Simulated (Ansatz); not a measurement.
`N[SiH2][SiH2][SiH3]` + CH₃NH₂ → `CN[SiH2][SiH2]N` + SiH₄  (cleavage of the Si–Si bond)

Gas-phase electronic energies from Ansatz, PBE0-D4/def2-TZVP geometries. CCSD(T)/CBS is the MP2 limit (def2-TZVPP, def2-QZVPP) plus CCSD(T) − MP2 in def2-TZVPP, frozen cores. This one scheme is used for every species. DFT in def2-TZVPP. Each species was taken in one conformer, which may not be the lowest.

| level | ΔE (kcal/mol) |
| --- | --- |
| PBE0-D4 | -4.8 |
| PBE0 | -4.2 |
| SCS-MP2/def2-QZVPP | -9.9 |
| CCSD/CBS(def2) | -7.8 |

Q: What does CCSD(T)/CBS give? (Best estimate.)

A: Ansatz gave: -7.5 kcal/mol. The listed levels differ from it by 2.7, 3.3, -2.4, -0.3 kcal/mol.

Largest T1 diagnostic among the species: 0.012.

In def2-TZVPP, CCSD(T) changes the Hartree–Fock value by +2.5 kcal/mol (the triples alone add +0.3 kcal/mol) and MP2 by +0.9 kcal/mol. The D4 term adds −1.0 kcal/mol with B3LYP and −0.6 kcal/mol with PBE0; it sums over pairs of atoms, weighted by their polarisabilities, and B3LYP, whose exchange is more repulsive, gets the larger term. From PBE to PBE0 (25 % exact exchange), in def2-TZVPP and without D4, ΔE moves by −1.0 kcal/mol.

B3LYP here is the variant with VWN-RPA as its local correlation; programs differ in this.
